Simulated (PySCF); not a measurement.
# Correlation energy of Zn³⁺ (zinc, charge +3)

[Ar] 3d9, 2D determinant. All numbers are calculated (PySCF 2.14, a scalar-relativistic core potential, in aug-cc-pVTZ-PP with ECP10MDF). Frozen: 3s2 3p6; 9 electrons correlated.

| level | correlation energy (mhartree) |
| --- | --- |
| CCSD | -320.80 |
| (T) | -5.73 |
| CCSD(T) | -326.53 |

Diagnostics: T1 = 0.0040, D1 = 0.0060, largest double amplitude 0.015.

Cost of the coupled-cluster step: roughly 27 core-seconds, for 9 correlated electrons.

Iterations:

```
CC2 = 0
CCSD nocc = (np.int64(5), np.int64(4)), nmo = (84, 84)
frozen orbitals [[0, 1, 2, 3], [0, 1, 2, 3]]
max_cycle = 100
direct = 0
conv_tol = 1e-08
conv_tol_normt = 1e-06
diis_space = 8
diis_start_cycle = 0
Init t2, MP2 energy = -0.339251995690621
Init E_corr(UCCSD) = -0.339251995692923
cycle = 1  E_corr(UCCSD) = -0.317041193493978  dE = 0.0222108022  norm(t1,t2) = 0.0289864
cycle = 2  E_corr(UCCSD) = -0.32119096278246  dE = -0.00414976929  norm(t1,t2) = 0.00728109
cycle = 3  E_corr(UCCSD) = -0.320719214969663  dE = 0.000471747813  norm(t1,t2) = 0.00264987
cycle = 4  E_corr(UCCSD) = -0.320774897223518  dE = -5.56822539e-05  norm(t1,t2) = 0.000959487
cycle = 5  E_corr(UCCSD) = -0.320816752765118  dE = -4.18555416e-05  norm(t1,t2) = 0.000264261
cycle = 6  E_corr(UCCSD) = -0.320801436794685  dE = 1.53159704e-05  norm(t1,t2) = 0.000108726
cycle = 7  E_corr(UCCSD) = -0.320803797749491  dE = -2.36095481e-06  norm(t1,t2) = 3.69065e-05
cycle = 8  E_corr(UCCSD) = -0.320804544168607  dE = -7.46419116e-07  norm(t1,t2) = 8.88108e-06
cycle = 9  E_corr(UCCSD) = -0.320804212002773  dE = 3.32165834e-07  norm(t1,t2) = 3.68284e-06
cycle = 10  E_corr(UCCSD) = -0.320804260960722  dE = -4.89579486e-08  norm(t1,t2) = 1.22777e-06
cycle = 11  E_corr(UCCSD) = -0.320804260215214  dE = 7.45507156e-10  norm(t1,t2) = 5.38295e-07
UCCSD converged
E(UCCSD) = -224.018651666364  E_corr = -0.3208042602152144
UCCSD(T) correction = -0.00573407687085625
```
